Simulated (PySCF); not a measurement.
Candidates: SiF₂⁺, SiCl₂⁺, SiBr₂⁺. Level: PBE0 in the def2-TZVP basis family, all electrons, no relativity, computed in PySCF with density fitting; open shells unrestricted.

One of them gave a doublet of C2v symmetry with wavenumbers 123, 400, 577 cm⁻¹.

Problem. Which molecule is it?
A. SiBr₂⁺
B. SiCl₂⁺
C. SiF₂⁺

Solution. A. That is SiBr₂⁺, with Si–Br 2.128 Å (×2). The others give SiF₂⁺ 1.533 Å and 1132 cm⁻¹ for the highest mode; SiCl₂⁺ 1.963 Å and 723 cm⁻¹ for the highest mode.

Only the bonding shown was studied: isomers, or loss of a ligand pair, can lie lower.
